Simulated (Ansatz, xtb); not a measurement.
# C2H6OSn: which of two conformers lies lower

Structure a: `C[CH2][Sn][OH]`, a singlet. Structure b: `C[CH2][Sn][OH]`, a singlet. Both are isolated molecules in the gas phase, relaxed with PBE0-D3(BJ)/def2-SVP.

a (Å):

```yaml
atoms:
  - { symbol: C, position_ang: [2.0180, 1.2150, -0.4259] }
  - { symbol: C, position_ang: [0.7776, 2.0811, -0.2811] }
  - { symbol: O, position_ang: [-0.3614, -0.8429, -0.2306] }
  - { symbol: Sn, position_ang: [-1.1594, 0.9901, -0.1056] }
  - { symbol: H, position_ang: [2.1553, 0.5457, 0.4404] }
  - { symbol: H, position_ang: [1.9721, 0.5782, -1.3257] }
  - { symbol: H, position_ang: [2.9440, 1.8091, -0.5111] }
  - { symbol: H, position_ang: [0.8461, 2.7349, 0.6081] }
  - { symbol: H, position_ang: [0.6673, 2.7707, -1.1386] }
  - { symbol: H, position_ang: [0.5990, -0.8439, -0.3299] }
```

b (Å):

```xyz
10

C    -1.7843    0.5575    0.2116
C    -0.8098   -0.1158    1.1673
O     1.9441   -0.7289    2.4278
Sn    1.3231    0.4780    0.9523
H    -1.5358    0.3495   -0.8424
H    -2.8255    0.2253    0.3638
H    -1.7812    1.6542    0.3270
H    -0.8355   -1.2161    1.0563
H    -1.0799    0.0835    2.2213
H     1.2287   -1.2310    2.8376
```

Which of the two would you expect CCSD(T)/def2-SVP + ΔMP2/def2-TZVPP electronic energies to favour?

Too close to call at this level: CCSD(T)/def2-SVP + ΔMP2/def2-TZVPP gives E(b) − E(a) = +0.015 eV.

Level by level:

| level | geometry | E(b) − E(a) (eV) | departure from the last row (eV) | job, with rough time for the two |
| --- | --- | --- | --- | --- |
| PBE0-D3(BJ)/def2-SVP | PBE0-D3(BJ)/def2-SVP | +0.049 | +0.034 | optimisation, 58 s |
| HF/def2-SVP | PBE0-D3(BJ)/def2-SVP | −0.008 | −0.023 | part of the CCSD(T) run |
| MP2/def2-SVP | PBE0-D3(BJ)/def2-SVP | +0.036 | +0.022 | part of the CCSD(T) run |
| CCSD(T)/def2-SVP | PBE0-D3(BJ)/def2-SVP | +0.036 | +0.021 | single point |
| CCSD(T)/def2-SVP + ΔMP2/def2-TZVPP | PBE0-D3(BJ)/def2-SVP | +0.015 |  | single point, 32 s |

The largest departure from CCSD(T)/def2-SVP + ΔMP2/def2-TZVPP is that of PBE0-D3(BJ)/def2-SVP, 0.034 eV. Levels run at GFN2-xTB geometries aren't shown. The last row adds to CCSD(T) the change of the MP2 difference between the two basis sets, here −0.021 eV.

With harmonic frequencies from PBE0-D3(BJ)/def2-SVP (ideal gas, rigid rotor, one conformer each, 298.15 K, 1 atm): on the last row, ΔE + ΔZPE = +0.006 eV. A mode under 50 cm⁻¹ makes harmonic enthalpies and free energies unreliable, so none is given.

The correlated steps freeze 7 core orbitals; the filled d shell of Sn is correlated, in a basis made for valence electrons. Atoms past krypton carry core potentials in the def2 sets and no spin–orbit term is included. Programs: Ansatz 0.2.0; the last row on 2 threads of Arm Neoverse V1 on a shared host.
